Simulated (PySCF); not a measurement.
This script is equivalent to a calculation on Au⁷⁸⁺ (gold, charge +78).

```python
from pyscf import gto, scf, dft, mp, cc
mol = gto.M(atom="Au 0 0 0", charge=78, spin=1, symmetry="D2h",
            basis=gto.etbs([(0, 16, 250, 2.2), (1, 7, 370, 2.4), (2, 4, 1100, 2.4), (3, 3, 1700, 2.4), (4, 3, 2500, 2.4)]),
            nucmod="G")
mf = scf.UHF(mol).sfx2c1e()
mf.irrep_nelec = {'Ag': (1, 0)}
mf.kernel()
```

Question: What total energy does it give?

Answer: -3432.78972 hartree (calculated).

Question: Which occupied shell lies highest, and where?

Answer: 1s α, at -93411.0 eV.

Question: What is ⟨S²⟩, and what would a pure spin state give?

Answer: 0.750, against 0.75.
